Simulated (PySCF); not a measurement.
**Telling isomers of C3H15N3Si3 apart by NMR**

[PySCF: coordinates at the GFN2-xTB level; shieldings: GIAO PBE0/pcSseg-1; non-relativistic Hamiltonian; gas phase; one conformer; one averaged value for each set of equivalent atoms]

References, each an isolated molecule treated in the same way: TMS for 1H (σref 31.72) and 13C (σref 186.93). Where no couplings were computed, multiplicities follow the n + 1 count of equivalent neighbours, and m marks all less simple cases (inequivalent or close neighbours, rings, F or P nearby). Shifts are as computed. Against solution values, carbons near 30 ppm lie about +3 ppm off and those near 130 ppm about +5 ppm. Of 1211 compounds with measured shifts, 218 miss one by over three times the rms of a fit or turn the order of signals round; such compounds aren't used in these exercises. OH and NH positions are gas-phase values without hydrogen bonding to other molecules.

(1) Tabulate the signals of `N[Si]1(N)CC[C@@H]1N([SiH3])[SiH3]`, `CCCN1[SiH2]N[SiH2]N[SiH2]1` and their relative energies.

(2) What is the quickest way to tell N[Si]1(N)CC[C@@H]1N([SiH3])[SiH3] from CCCN1[SiH2]N[SiH2]N[SiH2]1?

Results:

(1) 
```json
{"SMILES": "N[Si]1(N)CC[C@@H]1N([SiH3])[SiH3]", "carbon types": "1×CH 2×CH2", "δC": "64.7, 26.0, 19.5", "δH": "4.78 (s, 6H), 3.30 (m, 1H), 2.46 (m, 1H), 1.36 (m, 1H), 1.32 (m, 1H), 1.13 (m, 1H), 0.77 (br s, 2H), 0.73 (br s, 2H)", "E rel. (kcal/mol)": "49.7"}
{"SMILES": "CCCN1[SiH2]N[SiH2]N[SiH2]1", "carbon types": "2×CH2 1×CH3", "δC": "49.4, 30.7, 13.3", "δH": "5.50 (s, 2H), 5.40 (s, 4H), 2.78 (t, 2H), 1.64 (m, 2H), 0.93 (t, 3H), -0.58 (br s, 2H)", "E rel. (kcal/mol)": "0.0"}
```

Energies are electronic energies at PBE0/pcSseg-1 on these geometries, without zero-point or thermal terms, each for the one conformer computed, which needn't be the lowest.

(2) Both give the same number of carbon signals, but DEPT or the intensities differ. The first has an sp3 CH bonded to N and Si at 64.7 ppm, the second a methyl carbon (CH3) at 13.3 ppm. Their most deshielded carbons lie at 64.7 and 49.4 ppm. In the proton spectra the most deshielded non-exchanging signals are 4.78 (s, 6H) and 5.50 (s, 2H).
